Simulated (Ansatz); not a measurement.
Relaxation of AlCl₂FH₄O₂Zr (11 atoms, charge 0, multiplicity 1), to a largest force component of 0.03 eV/Å in at most 50 steps.

Level of theory: RKS PBE/def2-SVP (Ansatz 0.2.0).

```xyz
11
Properties=species:S:1:pos:R:3:forces:R:3
Zr -0.298 0.171 0.249 -0.13 0.53 1.77
Cl -1.108 -0.080 2.577 0.29 -0.02 -1.20
F 1.637 0.636 0.173 0.04 -0.02 0.02
Cl -1.674 1.527 -1.064 -0.01 0.07 -0.02
O -0.407 -1.529 -0.532 0.00 -0.16 -0.12
H -0.605 -2.347 -1.014 0.01 -0.06 0.00
O 0.935 2.456 2.187 -0.66 -0.79 0.05
Al 2.505 1.936 1.558 -0.13 0.07 -0.03
H 3.354 0.876 2.409 -0.01 -0.03 -0.02
H 3.114 2.996 0.533 0.03 -0.02 0.02
H 0.427 1.966 2.883 0.56 0.45 -0.48
```

Q: Where does it end, and by what steps?

A: The forces met the threshold. After 23 steps the energy has fallen by 1.202 eV; O7 moved furthest, 1.09 Å. Joined: Zr1–O7 (3.24 → 2.16 Å).

```json
{"step": "0", "energy less start (eV)": "0.0000", "largest force component (eV/Å)": "1.770", "accepted": "yes"}
{"step": "1", "energy less start (eV)": "-0.2624", "largest force component (eV/Å)": "1.031", "accepted": "yes"}
{"step": "2", "energy less start (eV)": "-0.5397", "largest force component (eV/Å)": "1.426", "accepted": "yes"}
{"step": "3", "energy less start (eV)": "-0.8272", "largest force component (eV/Å)": "1.853", "accepted": "yes"}
{"step": "4", "energy less start (eV)": "-0.9596", "largest force component (eV/Å)": "2.302", "accepted": "yes"}
{"step": "5", "energy less start (eV)": "-0.9472", "largest force component (eV/Å)": "2.351", "accepted": "no"}
{"step": "6", "energy less start (eV)": "-1.0987", "largest force component (eV/Å)": "0.468", "accepted": "yes"}
{"step": "7", "energy less start (eV)": "-1.1198", "largest force component (eV/Å)": "0.163", "accepted": "yes"}
{"step": "8", "energy less start (eV)": "-1.1346", "largest force component (eV/Å)": "0.502", "accepted": "yes"}
{"step": "9", "energy less start (eV)": "-1.1642", "largest force component (eV/Å)": "0.163", "accepted": "yes"}
{"step": "10", "energy less start (eV)": "-1.1725", "largest force component (eV/Å)": "0.155", "accepted": "yes"}
{"step": "11", "energy less start (eV)": "-1.1762", "largest force component (eV/Å)": "0.601", "accepted": "yes"}
{"step": "12", "energy less start (eV)": "-1.1864", "largest force component (eV/Å)": "0.337", "accepted": "yes"}
{"step": "13", "energy less start (eV)": "-1.1920", "largest force component (eV/Å)": "0.187", "accepted": "yes"}
{"step": "14", "energy less start (eV)": "-1.1972", "largest force component (eV/Å)": "0.166", "accepted": "yes"}
{"step": "15", "energy less start (eV)": "-1.1983", "largest force component (eV/Å)": "0.142", "accepted": "yes"}
{"step": "16", "energy less start (eV)": "-1.2008", "largest force component (eV/Å)": "0.038", "accepted": "yes"}
{"step": "17", "energy less start (eV)": "-1.2015", "largest force component (eV/Å)": "0.042", "accepted": "yes"}
{"step": "18", "energy less start (eV)": "-1.2019", "largest force component (eV/Å)": "0.065", "accepted": "yes"}
{"step": "19", "energy less start (eV)": "-1.2022", "largest force component (eV/Å)": "0.075", "accepted": "yes"}
{"step": "20", "energy less start (eV)": "-1.2023", "largest force component (eV/Å)": "0.066", "accepted": "yes"}
{"step": "21", "energy less start (eV)": "-1.2024", "largest force component (eV/Å)": "0.039", "accepted": "yes"}
{"step": "22", "energy less start (eV)": "-1.2024", "largest force component (eV/Å)": "0.039", "accepted": "yes"}
{"step": "23", "energy less start (eV)": "-1.2025", "largest force component (eV/Å)": "0.008", "accepted": "yes"}
```

```xyz
11
Properties=species:S:1:pos:R:3
Zr -0.341 0.469 0.483
Cl -2.003 0.331 2.189
F 1.634 1.013 -0.213
Cl -1.444 1.735 -1.178
O -0.158 -1.350 -0.021
H -0.127 -2.299 -0.208
O 0.865 1.378 2.020
Al 2.526 1.754 1.226
H 3.654 0.745 1.730
H 2.732 3.319 1.003
H 0.543 1.512 2.929
```

Whether the end is a true minimum wasn't checked by a vibrational analysis.

Time of the run: 2.1 min on 4 threads of Intel(R) Xeon(R) Platinum 8488C (Sapphire Rapids), with other jobs on the host, peak memory 0.27 GiB.
